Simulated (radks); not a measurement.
Spherical jellium clusters: N electrons in a uniform positive sphere of charge N and radius rs N^(1/3), rs = 3.93 bohr. Calculated with a radial shooting solver with Libxc functionals: non-relativistic Kohn-Sham, exchange-only LDA, spin-polarised, spherical densities. Levels are named by radial order and angular momentum (1s, 1p, 1d, 2s, ...), and open shells are averaged over m.

N = 11, configuration 1s2 1p6 1d(up 3, down 0). This is the lowest configuration that the search found. Occupied and some empty levels:

level    occupation  eigenvalue (eV)  <r> (bohr)
1s up             1          -4.3170       5.903
1s down           1          -3.9750       5.239
1p up             3          -3.3059       6.979
1p down           3          -2.6983       6.653
1d up             3          -2.0289       7.968
2s up             0          -1.4407       7.728
1d down           0          -1.3025       7.936
2s down           0          -1.1072       7.820
1f up             0         -0.63601       9.284
2p up             0         -0.40882       11.60
2p down           0        -0.081232       13.88

Energy (eV): total -10.5301, kinetic 19.477, external -439.60, Hartree 214.47, exchange-correlation -30.902, background 226.03.
